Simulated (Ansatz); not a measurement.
Reaction (isomerisation): `[SiH3]/N=C\S` → `CS[Si]N`

Calculated with Ansatz (gas phase, PBE0-D4/def2-TZVP geometries, no zero-point term in ΔE). CBS: MP2 limit from def2 TZ/QZ plus the TZ coupled-cluster correction, frozen cores. Functionals use def2-TZVPP. B3LYP here is the variant with VWN-RPA as its local correlation; programs differ in this. One conformer a species, not always the lowest.

| level | ΔE (eV) |
| --- | --- |
| B3LYP-D4 | -1.23 |
| HF/CBS(def2) | -1.11 |

Question: What does CCSD(T)/CBS give? (Estimate.)

Answer: Ansatz gave: -1.35 eV. The listed levels differ from it by 0.12, 0.24 eV.

Largest T1 diagnostic among the species: 0.015.

From BLYP to BHLYP (50 % exact exchange), in def2-TZVPP and without D4, ΔE moves by −0.10 eV. Leaving LDA and LC-ωPBE aside and taking each functional with its dispersion term where it has one, the values, not all of them listed here, spread over 0.26 eV, from ωB97M-V to BLYP-D4. LDA lies −0.08 eV from PBE without D4. At CCSD(T), def2-SVP lies +0.26 eV from the extrapolated value and def2-TZVPP +0.08 eV.
